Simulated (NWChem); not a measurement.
System: Mg

Input file for NWChem:

```
start job
memory heap 200 mb stack 900 mb global 1100 mb
geometry units angstroms noautosym nocenter noautoz
  Mg     0.000000     0.000000     0.000000
end
basis spherical
  Mg library 6-31g*
end
dft
  xc hfexch
  iterations 150
end
property
  response 1 0.0
end
task dft property
```

Static field.

Problem. Give the results of this calculation. (Hartree-Fock/6-31G* (spherical d).) Quantities: basis functions; isotropic polarisability (bohr³); anisotropy (bohr³).

Solution. The number of basis functions is 18. The isotropic polarisability (bohr³) is 79.3. The anisotropy (bohr³) comes out as 0.0.
